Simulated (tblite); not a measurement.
Record of a relaxation.

Compound: C₄H₁₂OSi₂.
SMILES with atom numbers: `[CH3:1][CH2:2][SiH2:3][O:4][C@@H:5]1[CH2:6][SiH2:7]1` (hydrogens: H8, H9, H10 on C1; H11, H12 on C2; H13, H14 on Si3; H15 on C5; H16, H17 on C6; H18, H19 on Si7)

Computed with GFN2-xTB (tblite), gas phase: L-BFGS steps from a force-field or distance-geometry start until the largest atomic force falls under 0.01 eV/Å. 10 of its 159 geometries are shown.

Step 0: E = -602.9132 eV, largest atomic force 2.547 eV/Å
```
atom  x, y, z in Å  |  force x, y, z in eV/Å
C1      3.261    0.094   -0.154    0.089   0.069  -0.603
C2      2.213   -1.021   -0.309    1.547  -1.179   0.537
Si3     0.665   -0.209   -0.840   -2.408  -0.588  -0.030
O4     -0.760   -0.810   -0.092    2.044   1.462  -0.413
C5     -1.571    0.293    0.158    0.238   0.919  -1.542
C6     -2.530    0.327    1.300   -0.484   0.071   1.237
Si7    -3.357    0.225   -0.385   -1.257   0.271  -0.299
H8      3.510    0.446   -1.183    0.026  -0.186   0.838
H9      2.797    0.954    0.363    0.701  -0.518   0.042
H10     4.184   -0.263    0.342   -0.598   0.357  -0.232
H11     2.548   -1.697   -1.133   -0.131   0.257   0.866
H12     2.128   -1.623    0.634    0.116   0.500  -0.869
H13     0.472   -0.372   -2.285   -0.055   0.095  -0.050
H14     0.724    1.230   -0.517    0.256  -0.160  -0.110
H15    -1.092    1.258   -0.209   -0.928  -0.991   1.193
H16    -2.587   -0.588    1.943    0.328   1.182  -0.469
H17    -2.588    1.314    1.810    0.203  -1.082  -0.014
H18    -4.019    1.491   -0.779    0.270  -0.493   0.019
H19    -4.008   -1.038   -0.653    0.044   0.014  -0.102
```

Step 18: E = -603.8000 eV, largest atomic force 0.297 eV/Å
```
atom  x, y, z in Å  |  force x, y, z in eV/Å
C1      3.365    0.022   -0.155   -0.042  -0.127   0.070
C2      2.248   -1.012   -0.303   -0.136   0.102  -0.054
Si3     0.681   -0.136   -0.954    0.033   0.054   0.008
O4     -0.644   -0.463   -0.072   -0.074   0.252   0.138
C5     -1.682    0.460    0.105   -0.162   0.001   0.173
C6     -2.586    0.306    1.339   -0.176  -0.055  -0.039
Si7    -3.517    0.173   -0.294    0.063  -0.058  -0.225
H8      3.617    0.458   -1.124   -0.073  -0.033   0.160
H9      3.039    0.816    0.518    0.148  -0.010  -0.089
H10     4.264   -0.433    0.260    0.025  -0.002  -0.008
H11     2.580   -1.784   -1.001   -0.105   0.052   0.055
H12     2.076   -1.505    0.657    0.010   0.071  -0.088
H13     0.393   -0.470   -2.352    0.047  -0.020  -0.068
H14     0.925    1.319   -0.857   -0.035  -0.081  -0.078
H15    -1.353    1.487   -0.058    0.071  -0.118   0.043
H16    -2.460   -0.605    1.907    0.128  -0.106  -0.082
H17    -2.703    1.145    2.014    0.149   0.104  -0.127
H18    -4.181    1.325   -0.888    0.004   0.027   0.128
H19    -4.072   -1.093   -0.734    0.124  -0.053   0.081
```

Step 35: E = -603.9185 eV, largest atomic force 0.207 eV/Å
```
atom  x, y, z in Å  |  force x, y, z in eV/Å
C1      3.411   -0.074   -0.118   -0.050  -0.019  -0.018
C2      2.150   -0.921   -0.269   -0.007   0.009  -0.030
Si3     0.682    0.023   -1.042    0.088  -0.049   0.181
O4     -0.559   -0.171   -0.026   -0.045  -0.029   0.123
C5     -1.699    0.603    0.141   -0.041   0.015   0.022
C6     -2.607    0.257    1.324    0.093   0.006  -0.001
Si7    -3.461    0.092   -0.343    0.008  -0.035  -0.018
H8      3.666    0.406   -1.061    0.006  -0.011   0.024
H9      3.267    0.701    0.634    0.017  -0.010  -0.050
H10     4.252   -0.698    0.185   -0.008   0.057   0.027
H11     2.393   -1.766   -0.916   -0.047  -0.001   0.023
H12     1.897   -1.340    0.709   -0.071   0.037  -0.087
H13     0.330   -0.553   -2.339   -0.023  -0.009  -0.182
H14     0.970    1.451   -1.232    0.032  -0.016   0.012
H15    -1.477    1.663    0.033    0.018   0.003   0.043
H16    -2.344   -0.662    1.828    0.074  -0.008   0.012
H17    -2.805    1.050    2.028   -0.036   0.066   0.029
H18    -4.296    1.204   -0.758   -0.050  -0.036  -0.050
H19    -3.778   -1.255   -0.771    0.041   0.030  -0.061
```

Step 53: E = -603.9609 eV, largest atomic force 0.115 eV/Å
```
atom  x, y, z in Å  |  force x, y, z in eV/Å
C1      3.362   -0.130   -0.130   -0.016  -0.023  -0.003
C2      2.068   -0.924   -0.277   -0.002   0.003  -0.007
Si3     0.659    0.081   -1.067    0.084   0.008   0.078
O4     -0.510   -0.036    0.039    0.009   0.016   0.013
C5     -1.671    0.707    0.196   -0.023   0.007   0.017
C6     -2.569    0.258    1.349   -0.065  -0.033  -0.023
Si7    -3.353    0.029   -0.351   -0.020  -0.072  -0.016
H8      3.657    0.297   -1.086    0.039  -0.024   0.019
H9      3.238    0.683    0.583   -0.023   0.005  -0.045
H10     4.166   -0.771    0.228    0.024   0.019  -0.018
H11     2.272   -1.806   -0.886   -0.007   0.034   0.005
H12     1.768   -1.286    0.708   -0.019  -0.011  -0.049
H13     0.235   -0.473   -2.361   -0.018   0.004  -0.017
H14     1.022    1.489   -1.290    0.013  -0.036   0.006
H15    -1.473    1.774    0.144   -0.011   0.038  -0.045
H16    -2.197   -0.608    1.880   -0.034   0.026   0.005
H17    -2.903    1.038    2.019    0.002  -0.021   0.036
H18    -4.360    0.989   -0.764    0.023   0.024  -0.002
H19    -3.420   -1.302   -0.927    0.044   0.037   0.048
```

Step 70: E = -603.9779 eV, largest atomic force 0.058 eV/Å
```
atom  x, y, z in Å  |  force x, y, z in eV/Å
C1      3.351   -0.183   -0.152   -0.014  -0.025  -0.005
C2      2.029   -0.927   -0.297   -0.030   0.008  -0.014
Si3     0.653    0.152   -1.039    0.010   0.036   0.032
O4     -0.458    0.152    0.133   -0.003  -0.015  -0.013
C5     -1.685    0.791    0.244    0.017   0.002   0.015
C6     -2.589    0.261    1.359    0.006  -0.024  -0.017
Si7    -3.275   -0.034   -0.370    0.004  -0.008  -0.002
H8      3.702    0.157   -1.124    0.018  -0.002   0.023
H9      3.237    0.686    0.492    0.015  -0.027  -0.015
H10     4.108   -0.836    0.280    0.044   0.037  -0.007
H11     2.195   -1.799   -0.932   -0.019   0.002   0.022
H12     1.724   -1.300    0.681    0.002  -0.010  -0.023
H13     0.127   -0.398   -2.298   -0.018   0.005   0.023
H14     1.126    1.514   -1.324   -0.026   0.001  -0.002
H15    -1.582    1.872    0.185    0.006   0.010   0.012
H16    -2.170   -0.578    1.897    0.003   0.019   0.012
H17    -3.014    0.996    2.029    0.005   0.009  -0.007
H18    -4.339    0.843   -0.820    0.001   0.001  -0.032
H19    -3.151   -1.360   -0.937   -0.020  -0.019   0.000
```

Step 88: E = -603.9824 eV, largest atomic force 0.021 eV/Å
```
atom  x, y, z in Å  |  force x, y, z in eV/Å
C1      3.362   -0.193   -0.168    0.005  -0.008   0.002
C2      2.033   -0.925   -0.309    0.001   0.003   0.001
Si3     0.649    0.171   -1.009   -0.005   0.004   0.010
O4     -0.446    0.149    0.178   -0.008   0.005  -0.015
C5     -1.678    0.784    0.260    0.003  -0.005  -0.007
C6     -2.607    0.269    1.360   -0.008  -0.009  -0.010
Si7    -3.254   -0.050   -0.381    0.000  -0.012   0.001
H8      3.724    0.134   -1.140   -0.017   0.012   0.004
H9      3.255    0.683    0.468    0.009  -0.008  -0.011
H10     4.117   -0.843    0.273    0.016  -0.006  -0.003
H11     2.182   -1.789   -0.957   -0.008   0.006  -0.004
H12     1.735   -1.313    0.666    0.006   0.007   0.002
H13     0.088   -0.364   -2.260    0.005   0.001   0.000
H14     1.094    1.544   -1.288    0.008  -0.013   0.008
H15    -1.577    1.865    0.186   -0.005  -0.008   0.014
H16    -2.201   -0.563    1.920   -0.004   0.011   0.004
H17    -3.044    1.014    2.009   -0.002   0.013   0.006
H18    -4.288    0.830   -0.893   -0.009   0.006  -0.008
H19    -3.154   -1.394   -0.910    0.011   0.003   0.004
```

Step 105: E = -603.9857 eV, largest atomic force 0.042 eV/Å
```
atom  x, y, z in Å  |  force x, y, z in eV/Å
C1      3.382   -0.210   -0.207   -0.005  -0.006   0.013
C2      2.037   -0.923   -0.296    0.004  -0.001   0.003
Si3     0.650    0.192   -0.957    0.017   0.001  -0.002
O4     -0.459    0.144    0.216    0.008  -0.007  -0.005
C5     -1.693    0.780    0.271    0.000   0.003  -0.026
C6     -2.647    0.288    1.358   -0.020  -0.003  -0.001
Si7    -3.251   -0.071   -0.391    0.031   0.021  -0.010
H8      3.686    0.158   -1.186   -0.006  -0.027   0.028
H9      3.323    0.638    0.470    0.003   0.002  -0.011
H10     4.152   -0.887    0.162    0.017   0.017  -0.023
H11     2.152   -1.789   -0.948   -0.017   0.006  -0.009
H12     1.772   -1.308    0.689    0.005   0.015   0.009
H13     0.102   -0.315   -2.225   -0.011   0.003  -0.018
H14     1.103    1.569   -1.208   -0.009  -0.016   0.026
H15    -1.587    1.859    0.187   -0.019   0.016  -0.004
H16    -2.262   -0.527    1.954    0.012  -0.013  -0.006
H17    -3.100    1.052    1.974   -0.015   0.015   0.009
H18    -4.274    0.783   -0.970    0.020  -0.022   0.029
H19    -3.096   -1.423   -0.886   -0.017  -0.004  -0.001
```

Step 123: E = -603.9894 eV, largest atomic force 0.047 eV/Å
```
atom  x, y, z in Å  |  force x, y, z in eV/Å
C1      3.406   -0.248   -0.273    0.000  -0.004  -0.012
C2      2.037   -0.916   -0.258   -0.008   0.014   0.011
Si3     0.666    0.240   -0.878    0.002  -0.006  -0.001
O4     -0.477    0.154    0.261    0.015   0.006  -0.002
C5     -1.717    0.784    0.267    0.014  -0.013  -0.035
C6     -2.691    0.303    1.340   -0.033  -0.018  -0.006
Si7    -3.234   -0.121   -0.415   -0.004   0.020   0.026
H8      3.629    0.144   -1.263    0.008  -0.022  -0.017
H9      3.439    0.580    0.430   -0.009   0.004  -0.002
H10     4.188   -0.956   -0.002    0.018  -0.009   0.014
H11     2.079   -1.805   -0.891   -0.015   0.025   0.014
H12     1.819   -1.261    0.753    0.001  -0.008   0.007
H13     0.137   -0.197   -2.181    0.018   0.021  -0.009
H14     1.138    1.623   -1.035   -0.010   0.006  -0.004
H15    -1.621    1.861    0.150   -0.009   0.003   0.004
H16    -2.295   -0.474    1.978   -0.020  -0.015  -0.003
H17    -3.196    1.072    1.907    0.029   0.023   0.029
H18    -4.262    0.711   -1.016    0.007  -0.032  -0.001
H19    -3.055   -1.484   -0.867   -0.004   0.004  -0.012
```

Step 140: E = -604.0278 eV, largest atomic force 0.081 eV/Å
```
atom  x, y, z in Å  |  force x, y, z in eV/Å
C1      3.429   -0.440   -0.531    0.047  -0.002   0.010
C2      2.019   -0.805   -0.097   -0.018   0.033   0.003
Si3     0.783    0.528   -0.608   -0.045   0.046  -0.006
O4     -0.515    0.175    0.288   -0.017  -0.045  -0.061
C5     -1.785    0.728    0.198   -0.026   0.011   0.036
C6     -2.783    0.298    1.273   -0.052  -0.017   0.040
Si7    -3.239   -0.305   -0.451    0.019   0.036  -0.019
H8      3.466   -0.279   -1.606    0.010  -0.013  -0.001
H9      3.759    0.475   -0.045   -0.036   0.014  -0.009
H10     4.136   -1.226   -0.276    0.034  -0.053  -0.013
H11     1.743   -1.760   -0.548    0.021  -0.003   0.025
H12     1.994   -0.949    0.983    0.034  -0.024  -0.005
H13     0.485    0.479   -2.048    0.001  -0.030  -0.007
H14     1.277    1.888   -0.337   -0.034  -0.014   0.040
H15    -1.745    1.794   -0.003   -0.030   0.044  -0.015
H16    -2.410   -0.408    2.001    0.074   0.007  -0.032
H17    -3.333    1.100    1.745   -0.012   0.019   0.025
H18    -4.297    0.408   -1.144    0.016  -0.006  -0.019
H19    -2.995   -1.692   -0.784    0.014  -0.005   0.009
```

Step 158: E = -604.0390 eV, largest atomic force 0.010 eV/Å
```
atom  x, y, z in Å  |  force x, y, z in eV/Å
C1      3.422   -0.485   -0.587   -0.003   0.003   0.000
C2      2.030   -0.770   -0.044    0.005  -0.001  -0.003
Si3     0.803    0.579   -0.549   -0.001  -0.003   0.002
O4     -0.558    0.131    0.195    0.002  -0.001  -0.002
C5     -1.814    0.721    0.143    0.003   0.002   0.003
C6     -2.776    0.293    1.252   -0.005  -0.002  -0.002
Si7    -3.279   -0.320   -0.457   -0.004   0.002   0.002
H8      3.402   -0.409   -1.672    0.002  -0.002   0.007
H9      3.799    0.456   -0.193    0.004  -0.003  -0.009
H10     4.122   -1.274   -0.312    0.005   0.002  -0.001
H11     1.695   -1.740   -0.415    0.002   0.004   0.004
H12     2.081   -0.855    1.042   -0.003   0.001   0.001
H13     0.637    0.631   -2.010   -0.008   0.001   0.002
H14     1.228    1.916   -0.110    0.003  -0.002   0.000
H15    -1.764    1.787   -0.061    0.004  -0.002  -0.001
H16    -2.352   -0.406    1.958   -0.002  -0.006  -0.003
H17    -3.312    1.090    1.748   -0.004   0.006   0.001
H18    -4.355    0.372   -1.142   -0.003   0.001   0.002
H19    -3.020   -1.709   -0.776    0.002   0.000  -0.003
```

Q: Summarise the path.

A: The energy falls by 1.1258 eV from step 0 to step 158; nine tenths of that is first reached at step 38. It falls at every step. The largest force goes from 2.547 to 0.010 eV/Å. Among the bonds Si3–O4 changes most, from 1.718 to 1.614 Å; the atoms move by 0.896 Å rms after alignment.

Q: Follow the three bonds and two angles with the largest change from start to end.

A: 
```tsv
step	E above end (eV)	largest force (eV/Å)	Si3–O4 (Å)	C2–Si3 (Å)	C5–H15 (Å)	Si3–O4–C5 (°)	C2–Si3–O4 (°)
0	1.1258	2.547	1.718	1.826	1.138	106.6	114.9
7	0.4292	0.363	1.630	1.883	1.088	114.9	114.5
14	0.2997	0.275	1.628	1.905	1.087	122.6	115.9
21	0.1949	0.260	1.629	1.905	1.086	125.2	111.2
27	0.1483	0.164	1.620	1.903	1.090	126.9	108.6
34	0.1245	0.186	1.615	1.908	1.089	130.6	106.3
41	0.0988	0.142	1.617	1.900	1.087	128.8	104.4
48	0.0840	0.088	1.616	1.897	1.089	130.1	102.5
55	0.0755	0.083	1.614	1.900	1.088	130.5	102.3
62	0.0659	0.049	1.614	1.902	1.087	131.7	102.8
69	0.0616	0.067	1.614	1.899	1.088	131.7	102.5
76	0.0583	0.031	1.614	1.899	1.088	131.0	102.4
82	0.0573	0.033	1.614	1.899	1.088	130.5	102.6
89	0.0565	0.023	1.615	1.899	1.088	129.6	102.5
96	0.0551	0.033	1.616	1.899	1.088	129.3	102.7
103	0.0540	0.044	1.616	1.899	1.087	129.0	103.2
110	0.0519	0.031	1.616	1.897	1.087	128.1	104.0
117	0.0512	0.036	1.616	1.898	1.088	128.0	104.0
124	0.0491	0.052	1.616	1.898	1.088	127.5	104.2
131	0.0341	0.203	1.620	1.894	1.086	128.3	104.3
137	0.0173	0.131	1.618	1.893	1.088	128.3	102.2
144	0.0057	0.109	1.618	1.891	1.086	127.6	102.7
151	0.0005	0.027	1.615	1.892	1.086	129.1	103.0
158	0.0000	0.010	1.614	1.891	1.087	128.9	103.1
```

What follows is the cost of the whole relaxation. On Arm Neoverse V2, one thread, shared host, this took 1.0 s of wall time.
